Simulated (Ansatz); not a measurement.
Basis-set extrapolation for CHBCl₂O, SMILES `ClC1(Cl)BO1` (PBE0-D4/def2-TZVP geometry, frozen core, Ansatz). Multiplicity 1, RHF reference.

```
                       def2-TZVPP    def2-QZVPP
                 HF  -1057.045053  -1057.076821
    MP2 correlation     -0.864075     -0.938590
CCSD(T) correlation     -0.939890       not run
```

Energies in hartree. Use E(X) = E(∞) + A·exp(−7.88·√X) for Hartree–Fock and E(X) = E(∞) + B·X^(−2.97) for correlation, with X = 3 and 4, and add CCSD(T) minus MP2 of the smaller set to the MP2 limit.

Question: What is the CCSD(T) energy at the basis-set limit?

Answer: HF limit: -1057.076821 + (-0.031768) × 0.13774 = -1057.08120. MP2 limit: -0.938590 + (-0.074515) × 0.74074 = -0.99379. Higher-order term: -0.939890 − (-0.864075) = -0.07581. Total: -1058.15080 hartree, 435.5 kJ/mol below CCSD(T)/def2-TZVPP.
